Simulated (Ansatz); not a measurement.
Computed with Ansatz on PBE0-D4/def2-TZVP structures; ΔE is electronic, products minus reactants. CBS: MP2 limit from def2 TZ/QZ plus the TZ coupled-cluster correction, frozen cores. This one scheme is used for every species. DFT in def2-TZVPP. One conformer a species, not always the lowest.

`N[SiH2][SiH2]CO` → `N[SiH2]CO` + `[SiH2]`  (silylene formation by 1,1-elimination)

```json
{"level": "r2SCAN", "ΔE (kJ/mol)": "239.1"}
{"level": "HF/CBS(def2)", "ΔE (kJ/mol)": "195.0"}
```

Problem. What does CCSD(T)/CBS give? (Estimate.)

Solution. Ansatz gave: +217.5 kJ/mol. The listed levels differ from it by 21.6, -22.5 kJ/mol.

Largest T1 diagnostic among the species: 0.014.

From PBE to PBE0 (25 % exact exchange), in def2-TZVPP and without D4, ΔE moves by +5.2 kJ/mol. The D4 term adds +11.7 kJ/mol with B3LYP and +6.7 kJ/mol with PBE0; it sums over pairs of atoms, weighted by their polarisabilities, and B3LYP, whose exchange is more repulsive, gets the larger term. In def2-TZVPP, CCSD(T) changes the Hartree–Fock value by +16.0 kJ/mol (the triples alone add +4.9 kJ/mol) and MP2 by +29.8 kJ/mol.

B3LYP here is the variant with VWN-RPA as its local correlation; programs differ in this.
